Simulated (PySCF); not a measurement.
CH6FNOSi2, SMILES F[Si@H]1N[SiH2]CO1.

The structure is a stationary point at PBE0-D3(BJ)/def2-SVP. The structure was generated by enumeration; whether it is a known compound was not checked. Other conformers were not sampled.

These are PBE0-D3(BJ)/def2-SVP (PySCF) values and carry that method's errors.

Frequencies are harmonic and unscaled.

```
mode  ν (cm⁻¹)  IR (km/mol)          moving atoms (share of kinetic energy)
----  --------  -----------  ----------------------------------------------
1           86          3.2                  H 39 %, C 26 %, O 14 %, Si 9 %
2           95          1.8         F 36 %, N 21 %, Si 15 %, H 13 %, O 12 %
3          238         18.5         F 39 %, H 20 %, O 16 %, Si 13 %, N 11 %
4          342         10.3                 F 30 %, Si 27 %, O 20 %, N 14 %
5          389         63.9                                  H 72 %, N 12 %
6          434          5.3                 Si 40 %, O 22 %, H 20 %, C 12 %
7          478         44.3                  Si 53 %, O 18 %, N 14 %, H 8 %
8          516         23.0                                  H 83 %, Si 9 %
9          664          6.8                         C 47 %, H 38 %, Si 13 %
10         689         36.3                                  H 78 %, N 10 %
11         709         18.2                         H 57 %, N 29 %, Si 10 %
12         759         25.8  H 29 %, O 20 %, Si 14 %, N 14 %, C 13 %, F 9 %
13         796         50.8                         H 52 %, Si 22 %, O 19 %
14         839         29.8                                  H 66 %, C 23 %
15         866         58.5                 H 46 %, N 19 %, F 18 %, Si 16 %
16         887         21.1                         H 60 %, N 20 %, Si 12 %
17         939        233.1                         Si 38 %, H 34 %, F 22 %
18         945        335.0                         H 47 %, Si 31 %, N 14 %
19        1003        102.3                                          H 91 %
20        1117        270.1                                  H 55 %, N 37 %
21        1132        203.2                                  O 50 %, C 43 %
22        1238          4.7                                          H 91 %
23        1291          7.1                                  H 74 %, C 17 %
24        1464          3.1                                          H 94 %
25        2213        155.1                                          H 96 %
26        2223        140.4                                          H 98 %
27        2329        129.1                                          H 97 %
28        3054         30.3                                          H 95 %
29        3115         11.1                                  H 90 %, C 10 %
30        3672         70.4                                          H 93 %
```
